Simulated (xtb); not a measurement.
xtb input (GFN2-xTB):

```bash
xtb mol.xyz --gfn 2 --sp --chrg 0 --uhf 0
```
mol.xyz:
```
9

C     -2.16417092    -0.07391746    -0.58926350
C     -1.04227579    -0.62474299    -0.14520765
C      0.30643424    -0.25733768    -0.64844816
Cl     1.33172267     0.43689008     0.68659224
H     -2.15374398     0.70139473    -1.34671262
H     -3.13189445    -0.37862627    -0.21323418
H     -1.07212031    -1.39033370     0.62280953
H      0.25937529     0.49867175    -1.42783544
H      0.85917275    -1.12224922    -1.00957949
```

Output:

```
           -------------------------------------------------
          |                Calculation Setup                |
           -------------------------------------------------

           -------------------------------------------------
          |                 G F N 2 - x T B                 |
           -------------------------------------------------

        Reference                      10.1021/acs.jctc.8b01176
      * Hamiltonian:
        H0-scaling (s, p, d)           1.850000    2.230000    2.230000
        zeta-weighting                 0.500000
      * Dispersion:
        s8                             2.700000
        a1                             0.520000
        a2                             5.000000
        s9                             5.000000
      * Repulsion:
        kExp                           1.500000    1.000000
        rExp                           1.000000
      * Coulomb:
        alpha                          2.000000
        third order                    shell-resolved
        anisotropic                    true
        a3                             3.000000
        a5                             4.000000
        cn-shift                       1.200000
        cn-exp                         4.000000
        max-rad                        5.000000

          ...................................................
          :                      SETUP                      :
          :.................................................:
          :  # basis functions                  27          :
          :  # atomic orbitals                  26          :
          :  # shells                           14          :
          :  # electrons                        24          :
          :  max. iterations                   250          :
          :  Hamiltonian                  GFN2-xTB          :
          :  restarted?                      false          :
          :  GBSA solvation                  false          :
          :  PC potential                    false          :
          :  electronic temp.          300.0000000     K    :
          :  accuracy                    1.0000000          :
          :  -> integral cutoff          0.2500000E+02      :
          :  -> integral neglect         0.1000000E-07      :
          :  -> SCF convergence          0.1000000E-05 Eh   :
          :  -> wf. convergence          0.1000000E-03 e    :
          :  Broyden damping             0.4000000          :
          :  net charge                          0          :
          :  unpaired electrons                  0          :
          ...................................................

 iter      E             dE          RMSdq      gap      omega  full diag
   1    -13.6102935 -0.136103E+02  0.442E+00    5.09       0.0  T
   2    -13.6384470 -0.281535E-01  0.255E+00    4.82       1.0  T
   3    -13.6371003  0.134676E-02  0.122E+00    4.69       1.0  T
   4    -13.6382498 -0.114950E-02  0.646E-01    4.78       1.0  T
   5    -13.6408149 -0.256516E-02  0.100E-01    4.76       1.0  T
   6    -13.6408471 -0.321922E-04  0.537E-02    4.77       1.0  T
   7    -13.6408495 -0.238794E-05  0.152E-02    4.76       2.2  T
   8    -13.6408501 -0.565741E-06  0.957E-03    4.76       3.5  T
   9    -13.6408504 -0.347798E-06  0.496E-03    4.76       6.7  T
  10    -13.6408505 -0.990219E-07  0.126E-03    4.76      26.4  T
  11    -13.6408505 -0.355278E-08  0.666E-04    4.76      50.1  T
  12    -13.6408505 -0.133059E-08  0.354E-04    4.76      94.1  T

   *** convergence criteria satisfied after 12 iterations ***

         #    Occupation            Energy/Eh            Energy/eV
      -------------------------------------------------------------
         1        2.0000           -1.0491231             -28.5481
       ...           ...                  ...                  ...
         6        2.0000           -0.5113316             -13.9140
         7        2.0000           -0.5096428             -13.8681
         8        2.0000           -0.4783483             -13.0165
         9        2.0000           -0.4554559             -12.3936
        10        2.0000           -0.4263091             -11.6005
        11        2.0000           -0.4128489             -11.2342
        12        2.0000           -0.4111188             -11.1871 (HOMO)
        13                         -0.2363066              -6.4302 (LUMO)
        14                         -0.1513108              -4.1174
        15                          0.0209725               0.5707
        16                          0.0246880               0.6718
        17                          0.0292817               0.7968
       ...                                ...                  ...
        26                          0.5834954              15.8777
      -------------------------------------------------------------
                  HL-Gap            0.1748121 Eh            4.7569 eV
             Fermi-level           -0.3237127 Eh           -8.8087 eV

 SCC (total)                   0 d,  0 h,  0 min,  0.006 sec
 SCC setup                      ...        0 min,  0.000 sec (  1.527%)
 Dispersion                     ...        0 min,  0.000 sec (  0.765%)
 classical contributions        ...        0 min,  0.000 sec (  0.304%)
 integral evaluation            ...        0 min,  0.001 sec ( 13.184%)
 iterations                     ...        0 min,  0.004 sec ( 57.088%)
 molecular gradient             ...        0 min,  0.002 sec ( 25.194%)
 printout                       ...        0 min,  0.000 sec (  1.728%)

         :::::::::::::::::::::::::::::::::::::::::::::::::::::
         ::                     SUMMARY                     ::
         :::::::::::::::::::::::::::::::::::::::::::::::::::::
         :: total energy             -13.482486272805 Eh    ::
         :: gradient norm              0.012909917022 Eh/a0 ::
         :: HOMO-LUMO gap              4.756880321293 eV    ::
         ::.................................................::
         :: SCC energy               -13.640848928485 Eh    ::
         :: -> isotropic ES            0.006596236518 Eh    ::
         :: -> anisotropic ES          0.000305289827 Eh    ::
         :: -> anisotropic XC          0.009240938415 Eh    ::
         :: -> dispersion             -0.004396609431 Eh    ::
         :: repulsion energy           0.158362655681 Eh    ::
         :: add. restraining           0.000000000000 Eh    ::
         :: total charge              -0.000000000000 e     ::
         :::::::::::::::::::::::::::::::::::::::::::::::::::::

           -------------------------------------------------
          |                Property Printout                |
           -------------------------------------------------

    * Orbital Energies and Occupations

         #    Occupation            Energy/Eh            Energy/eV
      -------------------------------------------------------------
         1        2.0000           -1.0491231             -28.5481
         2        2.0000           -0.6446497             -17.5418
         3        2.0000           -0.6118220             -16.6485
         4        2.0000           -0.5666911             -15.4205
         5        2.0000           -0.5348653             -14.5544
         6        2.0000           -0.5113316             -13.9140
         7        2.0000           -0.5096428             -13.8681
         8        2.0000           -0.4783483             -13.0165
         9        2.0000           -0.4554559             -12.3936
        10        2.0000           -0.4263091             -11.6005
        11        2.0000           -0.4128489             -11.2342
        12        2.0000           -0.4111188             -11.1871 (HOMO)
        13                         -0.2363066              -6.4302 (LUMO)
        14                         -0.1513108              -4.1174
        15                          0.0209725               0.5707
        16                          0.0246880               0.6718
        17                          0.0292817               0.7968
        18                          0.0293991               0.8000
        19                          0.0983358               2.6759
        20                          0.1160708               3.1584
        21                          0.1220180               3.3203
        22                          0.1721014               4.6831
        23                          0.1808056               4.9200
       ...                                ...                  ...
        26                          0.5834954              15.8777
      -------------------------------------------------------------
                  HL-Gap            0.1748121 Eh            4.7569 eV
             Fermi-level           -0.3237127 Eh           -8.8087 eV

     #   Z          covCN         q      C6AA      α(0)
     1   6 C        2.837    -0.085    30.108     8.992
     2   6 C        2.911    -0.028    28.688     8.783
     3   6 C        3.717     0.026    20.258     6.430
     4  17 Cl       0.911    -0.212   105.810    15.737
     5   1 H        0.925     0.049     2.330     2.387
     6   1 H        0.925     0.053     2.282     2.362
     7   1 H        0.925     0.055     2.259     2.350
     8   1 H        0.925     0.069     2.092     2.262
     9   1 H        0.925     0.071     2.072     2.251

 Mol. C6AA /au·bohr⁶  :       1091.007044
 Mol. C8AA /au·bohr⁸  :      30503.115951
 Mol. α(0) /au        :         51.553966

Wiberg/Mayer (AO) data.
largest (>0.10) Wiberg bond orders for each atom

 ---------------------------------------------------------------------------
     #   Z sym  total        # sym  WBO       # sym  WBO       # sym  WBO
 ---------------------------------------------------------------------------
     1   6 C    3.990 --     2 C    1.966     6 H    0.976     5 H    0.974
     2   6 C    3.988 --     1 C    1.966     3 C    1.044     7 H    0.964
     3   6 C    3.937 --     2 C    1.044     8 H    0.977     9 H    0.968
                             4 Cl   0.921
     4  17 Cl   0.987 --     3 C    0.921
     5   1 H    0.998 --     1 C    0.974
     6   1 H    0.997 --     1 C    0.976
     7   1 H    0.997 --     2 C    0.964
     8   1 H    0.995 --     3 C    0.977
     9   1 H    0.995 --     3 C    0.968
 ---------------------------------------------------------------------------

Topologies differ in total number of bonds
Writing topology from bond orders to xtbtopo.mol

molecular dipole:
                 x           y           z       tot (Debye)
 q only:       -0.593      -0.346      -0.610
   full:       -0.505      -0.297      -0.568       2.074
molecular quadrupole (traceless):
                xx          xy          yy          xz          yz          zz
 q only:       -0.469      -0.781       0.200      -1.375      -0.663       0.270
  q+dip:       -0.223      -1.358       0.395      -1.706      -2.217      -0.171
   full:       -0.619      -0.788       0.257      -1.194      -1.016       0.362

           -------------------------------------------------
          | TOTAL ENERGY              -13.482486272805 Eh   |
          | GRADIENT NORM               0.012909917022 Eh/α |
          | HOMO-LUMO GAP               4.756880321293 eV   |
           -------------------------------------------------

------------------------------------------------------------------------
------------------------------------------------------------------------
 total:
 SCF:
Note: The following floating-point exceptions are signalling: IEEE_UNDERFLOW_FLAG IEEE_DENORMAL
normal termination of xtb
```
